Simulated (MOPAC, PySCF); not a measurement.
ClFGe, SMILES `[Cl][Ge][F]` (lower singlet), neutral singlet in the gas phase. This singlet lies 3.00 eV below the relaxed triplet at the level frozen-core CCSD(T)/cc-pVTZ // B3LYP-D3(BJ)/def2-TZVP (Ansatz).

Cartesian coordinates (Å):
SMILES: [F][Ge][Cl]
```xyz
3

F     -1.3987    -0.4725     0.0000
Ge    -0.2226     0.8390     0.0000
Cl     1.6213    -0.3665     0.0000
```
Charge 0, spin multiplicity 1.

All levels are single points at this geometry (B3LYP-D3(BJ)/def2-TZVP); Pople sets use spherical d functions. Orbital energies aren't observables, and empty levels follow the basis.

PBE/6-31G* in PySCF gives gap (eV) = 3.64.

Task: Estimate the gap (eV) from each of these levels: B3LYP-D3(BJ)/def2-TZVP in PySCF; PBE-D3(BJ)/def2-TZVP in PySCF; B3LYP/3-21G in PySCF; B3LYP/6-311+G** (LANL2DZ on Ge) in PySCF; B3LYP/6-31G* in PySCF; B3LYP/LANL2DZ in PySCF; BP86/6-31G* in PySCF; HF/3-21G in PySCF; HF/6-31G* in PySCF; PM3 in MOPAC; PM6 in MOPAC; PM7 in MOPAC.

Result: 
```json
[
 {"level": "B3LYP-D3(BJ)/def2-TZVP in PySCF", "gap (eV)": "5.15"},
 {"level": "PBE-D3(BJ)/def2-TZVP in PySCF", "gap (eV)": "3.65"},
 {"level": "B3LYP/3-21G in PySCF", "gap (eV)": "5.00"},
 {"level": "B3LYP/6-311+G** (LANL2DZ on Ge) in PySCF", "gap (eV)": "5.01"},
 {"level": "B3LYP/6-31G* in PySCF", "gap (eV)": "5.14"},
 {"level": "B3LYP/LANL2DZ in PySCF", "gap (eV)": "4.96"},
 {"level": "BP86/6-31G* in PySCF", "gap (eV)": "3.64"},
 {"level": "HF/3-21G in PySCF", "gap (eV)": "10.87"},
 {"level": "HF/6-31G* in PySCF", "gap (eV)": "11.12"},
 {"level": "PM3 in MOPAC", "gap (eV)": "6.33"},
 {"level": "PM6 in MOPAC", "gap (eV)": "8.69"},
 {"level": "PM7 in MOPAC", "gap (eV)": "8.83"}
]
```
